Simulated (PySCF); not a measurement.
Job file and geometry (Å, from GFN2-xTB) of an NMR shielding run on SMILES B[C@]1(C)CC=C(CF)O1, C₆H₁₀BFO, GIAO PBE0/pcSseg-1 NMR shielding, non-relativistic, gas phase (PySCF 2.14.0, density-fitted response routines); density fitting, a coarse starting grid and PySCF grid level 2 are the driver's defaults:

```
$ OMP_NUM_THREADS=1 python probes_run.py task.json out

{"job": {"kind": "nmr", "xc": "PBE0", "basis": "pcSseg-1"}, "charge": 0, "multiplicity": 1}
B     -1.817689     0.794275     1.146567
C     -0.944400     0.253017    -0.044786
C     -1.602564     0.095171    -1.415780
C     -0.534401    -1.139944     0.549305
C      0.961172    -1.068309     0.495941
C      1.330044     0.125891     0.045439
C      2.696393     0.689095    -0.176868
F      3.662562    -0.217414     0.169411
O      0.305973     0.967242    -0.249988
H     -2.929329     0.450293     1.224474
H     -1.321363     1.440949     1.979589
H     -1.800565     1.076352    -1.840423
H     -2.541325    -0.443167    -1.322435
H     -0.942161    -0.446194    -2.091855
H     -0.890789    -1.266583     1.579872
H     -0.946675    -1.956682    -0.046289
H      1.608886    -1.870345     0.785703
H      2.846965     0.941860    -1.233294
H      2.849462     1.583744     0.437954
```

Q: What does the program print?

A: 
```
coarse grid: 15976 points
cycle   1  E = -433.8153683216  dE =  1.227e+00  |g| = 6.779e-01  |ddm| = 3.864e+00
cycle   2  E = -433.7555269401  dE =  5.984e-02  |g| = 9.241e-01  |ddm| = 1.200e+00
cycle   3  E = -433.9011234831  dE = -1.456e-01  |g| = 9.163e-02  |ddm| = 7.171e-01
cycle   4  E = -433.9025549772  dE = -1.431e-03  |g| = 3.742e-02  |ddm| = 9.002e-02
cycle   5  E = -433.9028245863  dE = -2.696e-04  |g| = 1.381e-02  |ddm| = 3.971e-02
cycle   6  E = -433.9028593739  dE = -3.479e-05  |g| = 5.583e-03  |ddm| = 1.665e-02
cycle   7  E = -433.9028663659  dE = -6.992e-06  |g| = 8.305e-04  |ddm| = 5.294e-03
final grid: 154992 points
cycle   8  E = -433.9722839441  dE = -5.184e-05  |g| = 1.263e-02  |ddm| = 3.945e-02
cycle   9  E = -433.9722478059  dE =  3.614e-05  |g| = 1.910e-02  |ddm| = 2.192e-02
cycle  10  E = -433.9723154264  dE = -6.762e-05  |g| = 2.218e-03  |ddm| = 1.387e-02
cycle  11  E = -433.9723165347  dE = -1.108e-06  |g| = 5.195e-04  |ddm| = 2.535e-03
cycle  12  E = -433.9723165871  dE = -5.242e-08  |g| = 1.762e-04  |ddm| = 5.603e-04
cycle  13  E = -433.9723165934  dE = -6.320e-09  |g| = 4.408e-05  |ddm| = 1.634e-04
cycle  14  E = -433.9723165938  dE = -4.402e-10  |g| = 1.196e-05  |ddm| = 4.686e-05
converged SCF energy = -433.9723165938

GIAO shielding tensors (ppm)
atom      isotropic    diamagn.    paramagn.     s11        s22        s33       span
  0 B       30.547     192.756    -162.209    -26.636     -6.359    124.637    151.273
  1 C       94.550     246.480    -151.929     56.580     83.077    143.994     87.414
  2 C      159.303     245.558     -86.255    137.272    158.576    182.060     44.788
  3 C      153.923     252.101     -98.178    116.914    155.625    189.230     72.317
  4 C       91.606     254.207    -162.601      8.051    115.506    151.261    143.211
  5 C       22.143     259.840    -237.697    -75.492     65.959     75.962    151.454
  6 C      103.726     238.368    -134.641     75.479     81.253    154.447     78.968
  7 F      438.991     467.930     -28.939    413.639    425.792    477.541     63.902
  8 O      174.733     402.138    -227.405    133.600    166.852    223.746     90.147
  9 H       25.122      30.704      -5.582     19.037     27.659     28.668      9.631
 10 H       24.918      30.599      -5.681     18.925     26.906     28.921      9.996
 11 H       29.845      29.427       0.418     25.778     27.661     36.097     10.319
 12 H       30.463      29.961       0.501     26.425     27.957     37.006     10.580
 13 H       29.888      30.553      -0.666     25.983     29.327     34.352      8.369
 14 H       29.386      31.593      -2.207     25.305     27.931     34.921      9.616
 15 H       29.612      31.844      -2.232     24.750     27.937     36.149     11.399
 16 H       26.846      33.372      -6.526     23.825     27.677     29.035      5.210
 17 H       26.415      26.924      -0.509     22.293     27.359     29.592      7.298
 18 H       26.447      26.798      -0.351     22.173     27.361     29.808      7.635
```

Size and cost of the density-fitted run: 203 basis functions, 83 s wall time on 1 thread of an Arm Neoverse N1, shared host; peak memory 0.88 GiB.
